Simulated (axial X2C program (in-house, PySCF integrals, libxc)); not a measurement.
Levels of BBr⁻ by electron attachment to BBr (EOM-EA-CCSD)

Computed with an in-house all-electron X2C program for linear molecules (integrals from PySCF): two-component X2C with atomic mean-field Coulomb and Gaunt terms, Gaussian nuclei, basis Br dyall-acv3z, B dyall-av3z with contracted cores.

R = 1.893 Å (near the PBE0 minimum at charge 0 of the determinant lowest at the starting distance; the state shown can have its own minimum elsewhere).

Levels of BBr⁻ obtained by attaching an electron to BBr:

```csv
Ω,binding energy (eV),above lowest (cm⁻¹),attached spinor,one-particle weight
1/2,-0.157,0,"72% B pπ, 15% Br dπ",0.93
3/2,-0.187,238,"71% B pπ, 15% Br dπ",0.93
1/2,-0.693,4319,"49% B pσ, 33% B sσ, 13% Br pσ",0.99
3/2,-0.974,6592,91% B pπ,0.99
1/2,-0.976,6604,89% B pπ,0.99
1/2,-0.988,6699,"55% B sσ, 40% B pσ",0.99
1/2,-2.133,15940,"69% Br pσ, 12% Br dσ, 9% B pσ",0.99
```

Problem. What is the splitting of the first π pair in the table, and is it regular or inverted?

Solution. E(3/2) − E(1/2) = 238 − 0 = 238 cm⁻¹ at EOM-EA-CCSD: regular, Ω = 1/2 lower. Splittings at this level can be off by ten to twenty per cent.

Negative binding energies belong to unbound states, resonances or levels that the basis set holds; within some tenths of an eV of zero the sign is not settled.

This point took 17 s on 1 thread of Arm Neoverse N1, on a shared host.

Reference electrons by ω block (each with its −ω partner): 1/2: 14, 3/2: 5, 5/2: 1. 10 electrons of BBr correlated (inner shells frozen), 92 natural virtual spinors (a truncated set); levels can be off by some tenths of an eV. Roots sought by Ω: (1/2: 5, 3/2: 4, 5/2: 2, 7/2: 1); rows need 60 % one-particle weight and stop where some Ω has no more roots. Missing are any skipped roots, higher Ω and states of a further excitation; these come out far too high here and may in truth be low or lowest. T1 of the reference 0.019 (Lee–Taylor). Number of frozen shells: Br 3 s, 2 p, 1 d; B 1 s.
